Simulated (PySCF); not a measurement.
## Two-component Hartree-Fock for Tc(24+) (technetium, charge +24)

Start: [Ar] 3d1; 3d5/2 filled at m_j = +5/2. Calculated with PySCF 2.14 in an uncontracted even-tempered set (16 s from 3.2 bohr⁻², ratio 2.8; 12 p from 4.2 bohr⁻², ratio 2.8; 8 d from 4.2 bohr⁻², ratio 2.8; 3 f from 12 bohr⁻², ratio 3): generalised Hartree-Fock with the X2C-1e Hamiltonian and a Gaussian nucleus; one run each with spin-orbit coupling (SO) screened by Boettger's factors, then bare. This is a chosen level, not necessarily the ground level.

```json
{"spinor shell": "1s1/2", "electrons": "2", "ε, screened SO (eV)": "-22186.1", "ε, bare SO (eV)": "-22186.1", "weight of nominal j (bare SO)": "1.000", "rms radius, bare SO (bohr)": "0.0394"}
{"spinor shell": "2s1/2", "electrons": "2", "ε, screened SO (eV)": "-4104.8", "ε, bare SO (eV)": "-4104.8", "weight of nominal j (bare SO)": "1.000", "rms radius, bare SO (bohr)": "0.160"}
{"spinor shell": "2p1/2", "electrons": "2", "ε, screened SO (eV)": "-3859.3", "ε, bare SO (eV)": "-3863.6", "weight of nominal j (bare SO)": "1.000", "rms radius, bare SO (bohr)": "0.139"}
{"spinor shell": "2p3/2", "electrons": "4", "ε, screened SO (eV)": "-3739.8", "ε, bare SO (eV)": "-3738.0", "weight of nominal j (bare SO)": "1.000", "rms radius, bare SO (bohr)": "0.144"}
{"spinor shell": "3s1/2", "electrons": "2", "ε, screened SO (eV)": "-1414.4", "ε, bare SO (eV)": "-1414.4", "weight of nominal j (bare SO)": "1.000", "rms radius, bare SO (bohr)": "0.404"}
{"spinor shell": "3p1/2", "electrons": "2", "ε, screened SO (eV)": "-1316.1", "ε, bare SO (eV)": "-1317.0", "weight of nominal j (bare SO)": "0.991", "rms radius, bare SO (bohr)": "0.395"}
{"spinor shell": "3d5/2", "electrons": "1", "ε, screened SO (eV)": "-1162.7", "ε, bare SO (eV)": "-1162.0", "weight of nominal j (bare SO)": "1.000", "rms radius, bare SO (bohr)": "0.360"}
```

(1) Where does 3p3/2 lie, and what is the 3p spin-orbit splitting (bare SO)?

```
   quantity  screened SO      bare SO
E (hartree)  -3923.90842  -3923.94252
        M_J          5/2          5/2
       ⟨J²⟩        8.752        8.752
       ⟨L²⟩        6.007        6.007
       ⟨S²⟩        0.756        0.756
```

Each row is a mean over spinors that exchange with the open shell spreads, by up to 15.044 eV (3p3/2).

Breit and QED terms are absent; they matter most for the inner s and p1/2 levels.

Densities and radii are taken from the X2C orbitals without a picture-change correction, which distorts them close to the nucleus.

Results:

(1) At -1291.6 eV, 25.391 eV above 3p1/2.
